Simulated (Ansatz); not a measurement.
The cluster Ge₆N, relaxed as a doublet with UKS PBE-D4/def2-SVP in Ansatz, starting from the GFN1-xTB geometry. Force threshold 0.03 eV/Å.

Another isomer (doublet) lies 0.35 eV lower at PBE0-D4/def2-TZVP; other spin states weren't run for this one.

Start:

```xyz
7

N     0.410    0.250   -0.327
Ge    1.529   -1.174    0.705
Ge   -1.225    0.286   -1.619
Ge    0.898    0.983    1.561
Ge    0.215   -1.606   -1.263
Ge   -0.807    1.885    0.129
Ge   -1.019   -0.625    0.815
```

| step | energy (eV) | largest force component (eV/Å) | SCF passes |
| --- | --- | --- | --- |
| 1 | -340504.8075 | 3.144 | 22 |
| 2 | -340505.6707 | 0.892 | 28 |
| 3 | -340505.7509 | 0.416 | 24 |
| 4 | -340505.7787 | 0.176 | 24 |
| 5 | -340505.7858 | 0.076 | 25 |
| 6 | -340505.7865 | 0.010 | 24 |

Force components are those of the run's own axes.

End:

```xyz
7

N     0.488    0.299   -0.391
Ge    1.611   -1.245    0.750
Ge   -1.303    0.299   -1.708
Ge    0.943    1.034    1.657
Ge    0.222   -1.700   -1.330
Ge   -0.859    1.988    0.139
Ge   -1.101   -0.674    0.883
```

By distances, no bond broke or formed. The bond that changes most is N1–Ge7, from 2.03 to 2.26 Å (atoms count from 1).

No frequencies were taken in this run, so the end may be a saddle point.

Hardware: 6 threads of Intel Xeon on a shared host. Wall time 25 s.
